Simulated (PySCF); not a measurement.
**LaC at LC-ωPBE**

Level: LC-ωPBE. PySCF, spin-free X2C with a Gaussian nucleus, basis sets La x2c-SVPall, C x2c-SVPall.

| Quantity | Value |
| --- | --- |
| state | doublet, about 0.1 electrons in the 4f shell (Mulliken) |
| bond length | 189.6 pm |
| harmonic wavenumber | 861 cm⁻¹ |
| force constant | 4.83 mdyn/Å |
| rotational constant Be | 0.4247 cm⁻¹ |
| well depth De to La (5d1 6s2) + C | 4.69 eV |
| dissociation energy D0 | 4.64 eV |
| bond order (Mayer) | 3.02 |
| dipole moment (positive dipole means La(−)C(+)) | -8.00 D |

These are scalar-relativistic numbers at best; spin–orbit coupling would shift them, the dissociation energy most. The state is the lowest single determinant that the PBE0 search found; with open d or f shells the true ground state can be another one.
